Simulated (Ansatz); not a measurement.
Cs8Cl8⁻ (started as a model of: 2x2x4 CsCl rock-salt block), relaxed as a doublet with UKS PBE-D4/def2-SVP in Ansatz, starting from the PBE-D4/def2-SVP geometry of the neutral singlet. Force threshold 0.03 eV/Å.

In the def2 sets Cs takes a core potential; there is no spin–orbit coupling. The highest occupied level of the relaxed charge -1 doublet lies above zero (up to 0.44 eV). By energy differences its removal costs 0.30 eV (each at its own geometry, to the charge 0 singlet, at PBE-D4/def2-SVP); self-interaction error and the lack of diffuse functions both raise the level. The gap within one spin of the relaxed charge -1 doublet nearly closes, so an electron or hole may be smeared out by delocalisation error. The relaxation made no stability test and no search for a lower SCF solution.

Start:

```xyz
16

Cs   -3.590    1.967    3.791
Cl   -1.830    2.057    0.960
Cs   -0.099    2.281   -1.950
Cl    1.746    2.194   -4.749
Cl   -4.352   -1.174    3.178
Cs   -2.759   -1.163    0.227
Cl   -0.881   -0.996   -2.595
Cs    0.856   -0.897   -5.440
Cl   -0.929    0.848    5.369
Cs    0.993    1.054    2.630
Cl    2.678    1.107   -0.314
Cs    4.446    1.225   -3.140
Cs   -1.711   -2.294    4.789
Cl    0.032   -2.168    1.949
Cs    1.864   -2.172   -0.907
Cl    3.536   -1.867   -3.798
```

Question: Estimate the energy that the relaxation releases and the steps that it takes.

Answer: 0.2 kcal/mol, in 2 steps; 62 s on 4 threads of Arm Neoverse V1 on a shared host. No frequencies were taken in this run, so the end may be a saddle point.

Question: Does the start keep its bonding and symmetry?

Answer: By distances, no bond broke or formed. The bond that changes most is Cl4–Cs12, from 3.29 to 3.30 Å (atoms count from 1). Point group D2d at the start, D2d at the end, both within 0.05 Å.

Question: Predict the relaxed structure.

Answer: 
```xyz
16

Cs   -3.596    1.964    3.804
Cl   -1.838    2.075    0.956
Cs   -0.086    2.261   -1.952
Cl    1.744    2.217   -4.767
Cl   -4.379   -1.186    3.179
Cs   -2.746   -1.153    0.244
Cl   -0.897   -1.005   -2.605
Cs    0.865   -0.895   -5.451
Cl   -0.919    0.858    5.395
Cs    0.972    1.044    2.626
Cl    2.694    1.116   -0.305
Cs    4.452    1.224   -3.153
Cs   -1.720   -2.293    4.800
Cl    0.040   -2.186    1.953
Cs    1.859   -2.152   -0.919
Cl    3.554   -1.889   -3.806
```
Bond lengths (bridged metal pairs left out): 28 × Cl–Cs 3.30 to 3.43 Å.
